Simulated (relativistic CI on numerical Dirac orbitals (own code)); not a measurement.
Hyperfine structure of Fe XXII, mass number 57

Computed by Dirac-Coulomb-Breit CI, orbitals from a KLI potential per configuration, model QED, unscaled Slater integrals (own radial code, finite nucleus).

CI space (outside the closed core 1s2): 2s²2p, 2s2p², 2p³, 2p²3s, 2p²3p, 2p²3d, 2s²3s, 2s²3p, 2s²3d, 2s2p3s, 2s2p3p, 2s2p3d, 2s²4s, 2s²4p, 2s²4d, 2s²4f. Levels of other configurations are missing.

Nuclear spin I = 1/2, μ = 0.09064 μN (tables of Stone and Pyykkö). The electronic factors are computed for point nuclear moments, without core polarisation or the Bohr-Weisskopf and QED corrections.

```csv
Level,E (cm⁻¹),A (MHz)
2s²2p ²P°1/2,0,28490
2s²2p ²P°3/2,118044,5526
2s2p² ⁴P1/2,400891,54860
2s2p² ⁴P3/2,456071,23170
2s2p² ⁴P5/2,509470,24350
2s2p² ²D3/2,741040,-3846
2s2p² ²D5/2,763120,25560
2s2p² ²P1/2,861944,29680
```

Levels with J = 0, under 50 % of one LS term, or S terms without an open s electron are left out. Small factors come from cancelling terms and can be off by tens of per cent or more.

At this charge energies of transitions that change n are usually good to better than 1 %, and those within a shell (Δn = 0) to a few per cent.

Give the hyperfine levels of 2s²2p ²P°1/2 relative to its centre of gravity.

With K = F(F + 1) − I(I + 1) − J(J + 1), E = AK/2: F = 0: -21370, F = 1: 7123 MHz.

LS names give the leading component of a level, which can be under half, so a name can repeat, a term be missing and a line seem to break the LS rules.
